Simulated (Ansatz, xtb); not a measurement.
# Relative energy of two isomers of C4H5NO2

We compare X, `Nc1cocc1O`, a singlet, with Y, `[H]/N=C1\COC=C1O`, a singlet. Both are isolated molecules in the gas phase, relaxed with PBE-D3(BJ)/def2-SVP; the shapes shown needn't be the lowest conformers.

X (Å):

```yaml
atoms:
  - { symbol: C, position_ang: [-0.0919, 0.4941, -0.2012] }
  - { symbol: C, position_ang: [1.0393, 1.2867, -0.1446] }
  - { symbol: C, position_ang: [-0.6366, 2.6080, 0.4219] }
  - { symbol: C, position_ang: [-1.1810, 1.3658, 0.1697] }
  - { symbol: N, position_ang: [-0.2631, -0.8326, -0.5961] }
  - { symbol: O, position_ang: [0.7149, 2.5656, 0.2315] }
  - { symbol: O, position_ang: [-2.4625, 0.9025, 0.2373] }
  - { symbol: H, position_ang: [-1.1162, -1.2438, -0.2078] }
  - { symbol: H, position_ang: [0.5428, -1.4340, -0.4132] }
  - { symbol: H, position_ang: [2.0972, 1.0926, -0.3426] }
  - { symbol: H, position_ang: [-1.0634, 3.5665, 0.7328] }
  - { symbol: H, position_ang: [-3.0432, 1.6242, 0.5374] }
```

Y (Å):

```tsv
atom	x (Å)	y (Å)	z (Å)
C	0.3567	0.8973	2.1513
C	-0.0373	1.6435	0.8901
C	-1.4229	-0.1324	1.1634
C	-0.5814	-0.2124	2.2370
N	1.2637	1.0435	3.0598
O	-1.1595	0.9301	0.3358
O	-0.5052	-1.0837	3.2587
H	1.8705	1.8614	2.8970
H	0.7781	1.6620	0.1361
H	-0.3494	2.6894	1.0962
H	-2.2621	-0.7690	0.8588
H	0.2595	-0.7359	3.7845
```

Energies in hartree; the thermal terms are from GFN2-xTB frequencies at re-optimised GFN2-xTB minima (ideal gas, soft modes damped towards free rotors, one conformer each, 298.15 K, 1 atm) and include the zero-point energy:

```
                              X           Y
E, CCSD(T)/def2-SVP  −359.356885  −359.351474
    E, MP2/def2-SVP  −359.284373  −359.272742
  E, MP2/def2-TZVPP  −359.957935  −359.947644
  zero-point energy     0.087910     0.087553
       H(298 K) − E     0.095235     0.094613
       G(298 K) − E     0.058174     0.057833
```

Question: Correct the CCSD(T) difference for the basis set by the MP2 change, then work out ΔE, ΔE₀, ΔH and ΔG for X → Y in kcal/mol (1 Eh = 627.51 kcal/mol) and the equilibrium ratio [Y]/[X].

Answer: 1. Differences Y − X: CCSD(T) +0.005411, MP2 in the small set +0.011631, MP2 in the large set +0.010291 Eh.
2. ΔE = +0.005411 + (+0.010291 − (+0.011631)) = +0.004071 Eh = +2.55 kcal/mol.
3. ΔE₀ = ΔE + ΔZPE = +0.004071 + (−0.000357) Eh = +2.33 kcal/mol.
4. ΔH = ΔE + (−0.000622) Eh = +2.16 kcal/mol.
5. ΔG = ΔE + (−0.000341) Eh = +2.34 kcal/mol, so ΔS = (ΔH − ΔG)/T = −2.5 J/(mol K).
6. kT = 0.9442 mEh, so K = [Y]/[X] = exp(−ΔG/kT) = exp(−3.95) ≈ 0.019.

Structure X is favoured at this temperature. An error of 1 kcal/mol in ΔG would change K by a factor of 5.4. Mirror images and further conformers aren't counted.

As drawn, Y has 1 C=N, 2 C–C, 2 C–O, 1 C=C, 1 C–H in place of 1 C–N, 3 C∷C, 2 C∷O, 1 N–H (∷ is an aromatic bond). Structure X has a 5-membered ring (with an aromatic ring), Y a 5-membered ring.

Other levels gave ΔE = +9.3 (GFN2-xTB); +5.7 (HF/STO-3G, GFN2-xTB geometries); +4.0 (r2SCAN-D4/def2-SVP, GFN2-xTB geometries); +3.4 (PBE-D3(BJ)/def2-SVP); +3.4 (HF/def2-SVP); +7.3 (MP2/def2-SVP); +3.4 (CCSD(T)/def2-SVP) kcal/mol. The correlated steps freeze 7 core orbitals. Programs: Ansatz 0.2.0, xtb 6.7.1.
